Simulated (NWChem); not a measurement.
System: Si$_{2}$H$_{5}$O$_{2}$Cl; SMILES O[SiH2][Si@@H](O)Cl

Here is an NWChem input.

```
start job
memory heap 200 mb stack 900 mb global 1100 mb
geometry units angstroms noautosym nocenter noautoz
  O      0.910885    -2.469950    -0.169029
  Si    -0.463429    -1.678037     0.356053
  Si    -0.406280     0.558024    -0.357665
  O     -1.567400     1.395234     0.485059
  Cl     1.525068     1.286754     0.079069
  H      1.754364    -2.047437     0.049567
  H     -0.609844    -1.684105     1.840352
  H     -1.605166    -2.403245    -0.254401
  H     -0.540965     0.790994    -1.822135
  H     -1.709026     2.324497     0.249951
end
basis spherical
  * library 6-31g*
end
dft
  xc b3lyp
  iterations 150
end
cosmo
  do_cosmo_smd true
  solvent water
end
task dft energy
```

Geometry: optimised at B3LYP/6-31G* (spherical d). Solvent: water.

Level: B3LYP/6-31G* with SMD (1 M gas to 1 M solution), gas-phase geometry. Reactions with the solvent are ignored.

### Question
Predict the main results of this run. (B3LYP/6-31G* (spherical d), SMD on the gas-phase geometry.) Quantities: solvation free energy (kcal/mol); cavity-dispersion-structure term (kcal/mol); dipole in solution (D).

### Answer
```yaml
solvation free energy (kcal/mol): -7.9
cavity-dispersion-structure term (kcal/mol): 3.2
dipole in solution (D): 1.97
```
